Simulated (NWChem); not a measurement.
Si2H5O2Cl; SMILES O[SiH](O)[SiH2]Cl

```xyz
10

O      1.4140     1.4462     0.5786
Si    -0.2158     1.4110     0.2600
O     -0.6112     1.8200    -1.3023
Si    -0.8570    -0.8362     0.4654
Cl     0.8804    -1.8497    -0.1361
H      1.8947     0.6668     0.2719
H     -0.8267     2.3613     1.2301
H     -0.4155     2.7199    -1.5837
H     -1.9803    -1.2832    -0.4063
H     -1.1421    -1.2452     1.8726
```
Atoms are numbered in this order, from 1.

All runs: NWChem. Pople sets run with spherical d functions. Structure relaxed at the PBE0/def2-SVP level. Level: PBE0/6-31G* with SMD (1 M gas to 1 M solution), gas-phase geometry. Reactions with the solvent are ignored.

```json
[
 {"solvent": "water", "dielectric constant": "78.4", "solvation free energy (kcal/mol)": "-6.9", "cavity-dispersion-structure term (kcal/mol)": "3.1", "dipole in solution (D)": "2.24"},
 {"solvent": "benzene", "dielectric constant": "2.27", "solvation free energy (kcal/mol)": "-4.8", "cavity-dispersion-structure term (kcal/mol)": "-2.3", "dipole in solution (D)": "2.06"},
 {"solvent": "anisole", "dielectric constant": "4.22", "solvation free energy (kcal/mol)": "-5.1", "cavity-dispersion-structure term (kcal/mol)": "-1.7", "dipole in solution (D)": "2.15"},
 {"solvent": "1-octanol", "dielectric constant": "9.86", "solvation free energy (kcal/mol)": "-8.3", "cavity-dispersion-structure term (kcal/mol)": "0.3", "dipole in solution (D)": "2.20"},
 {"solvent": "cyclohexanone", "dielectric constant": "15.6", "solvation free energy (kcal/mol)": "…", "cavity-dispersion-structure term (kcal/mol)": "-1.5", "dipole in solution (D)": "2.24"},
 {"solvent": "1-propanol", "dielectric constant": "20.5", "solvation free energy (kcal/mol)": "-9.0", "cavity-dispersion-structure term (kcal/mol)": "0.0", "dipole in solution (D)": "2.22"}
]
```

Some entries are withheld; supply them.


- cyclohexanone, solvation free energy (kcal/mol): -5.8
